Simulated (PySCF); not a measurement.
# 31P chemical shifts

Calculated, not measured (PySCF 2.14.0 with density-fitted response routines): GIAO PBE0/pcSseg-1 shieldings, GFN2-xTB geometry. Non-relativistic Hamiltonian, averaged over atoms made equivalent by symmetry, fast rotation or ring inversion, one computed conformer, no solvent.

Shieldings were converted by a linear fit to measured shifts: 31P: δ = 270.09 − 0.828σ (rms 18.1 ppm, 64 shifts vs H3PO4, solution or neat liquid). A few per cent of atoms miss by over 2 rms, more outside the fitted compound classes.

Give the 31P shifts of `FC[Si@H]([SiH3])[SiH2]P`, `Cc1pc2ccccc2n1C`, `FC(F)(F)P(C#P)C(F)(F)F`, `C[Si@@]1(P)C[C@H]1F`.

Results:


| compound | environment | δ (ppm) |
| --- | --- | --- |
| FC[Si@H]([SiH3])[SiH2]P | phosphorus bonded to Si, 2 H | -251.5 |
| Cc1pc2ccccc2n1C | phosphorus bonded to 2 C, in a 5-membered ring | 82.3 |
| [F:1][C:2]([F:3])([F:4])[P:5]([C:6]#[P:7])[C:8]([F:9])([F:10])[F:11] | P7: phosphorus bonded to C | 155.3 |
| [F:1][C:2]([F:3])([F:4])[P:5]([C:6]#[P:7])[C:8]([F:9])([F:10])[F:11] | P5: phosphorus bonded to 3 C | -11.2 |
| C[Si@@]1(P)C[C@H]1F | phosphorus bonded to Si, 2 H | -241.9 |
